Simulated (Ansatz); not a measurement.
Consider the ligand exchange at the Si–C bond: `C=C[SiH2][AlH2]` + CH₃OH → `CO[SiH2][AlH2]` + ethylene.

Program: Ansatz. Geometries: PBE0-D4/def2-TZVP. ΔE: electronic, gas phase. CBS: MP2 limit from def2 TZ/QZ plus the TZ coupled-cluster correction, frozen cores. This one scheme is used for every species. DFT in def2-TZVPP. One conformer a species, not always the lowest.

```csv
level,ΔE (kJ/mol)
BHLYP-D4,-88.6
HF/def2-QZVPP,-98.1
```

Q: What does CCSD(T)/CBS give? (An estimate is asked.)

A: Computed: -80.8 kJ/mol. The listed levels differ from it by -7.8, -17.3 kJ/mol.

Largest T1 diagnostic among the species: 0.012.

At CCSD(T), def2-SVP lies +6.6 kJ/mol from the extrapolated value and def2-TZVPP −0.2 kJ/mol. From BLYP to BHLYP (50 % exact exchange), in def2-TZVPP and without D4, ΔE moves by −7.4 kJ/mol.
